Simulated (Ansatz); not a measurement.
Mulliken charges of `[OH][Al][O][SiH3]` radical from r2SCAN/def2-TZVPP in Ansatz (PBE0-D4/def2-TZVP geometry).

```csv
atom,x (Å),y (Å),z (Å),charge (e)
O1,0.892,1.682,-2.055,-0.403
Al2,1.024,1.383,-0.387,0.420
O3,0.158,0.097,0.259,-0.347
Si4,-0.646,-1.117,0.981,0.397
H5,1.359,2.399,-2.482,0.192
H6,-0.776,-0.855,2.440,-0.088
H7,-2.007,-1.250,0.398,-0.085
H8,0.087,-2.397,0.791,-0.087
```

Problem. By hand: the dipole of these point charges (1 e Å = 4.8032 D).

Solution. Σ q r = (0.252, 0.277, 0.171) e Å, of length 0.412 e Å = 1.98 D.

Problem. How does the dipole of the full density compare? (Best estimate.)

Solution. The calculation gave: (0.241, 0.310, -0.007) e Å, 1.89 D; the point charges give 1.05 times that, at 26° from its direction.

Point charges leave out the atoms' own dipoles, such as those of lone pairs, and Mulliken's split depends on the basis, so the two needn't agree.
